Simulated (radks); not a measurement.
The numbers below are computed, except where a source is named.
Problem. The mean radii <r> (bohr) of the occupied orbitals of an atom or ion are listed with their occupations. Level of theory: scalar-relativistic Kohn-Sham, PBE, spin-unpolarised, spherical densities, finite nucleus; Fermi nuclear charge, rms radius of each element as measured or else 0.836 A^(1/3) + 0.57 fm (a radial shooting solver on a logarithmic mesh with Libxc functionals).

| orbital | occ. | <r> |
|---|---|---|
| 1s | 2 | 0.04860 |
| 2s | 2 | 0.2178 |
| 2p | 6 | 0.1907 |
| 3s | 2 | 0.6519 |
| 3p | 6 | 0.6792 |
| 3d | 10 | 0.8075 |
| 4s | 2 | 2.219 |
| 7d | 1 | 42.83 |

Name the element and its charge.

Solution. Z = 31, gallium, charge 0: Ga in [Ar] 3d10 4s2 7d1. The 1s radius gives Z: for a bare nucleus <r> = (2 gamma + 1)/(2Z) with gamma = sqrt(1 - (Z/c)^2), 0.04755 bohr for Z = 31, and screening makes it slightly larger (0.04860 here). The occupations add up to 31, and the charge is Z minus that.
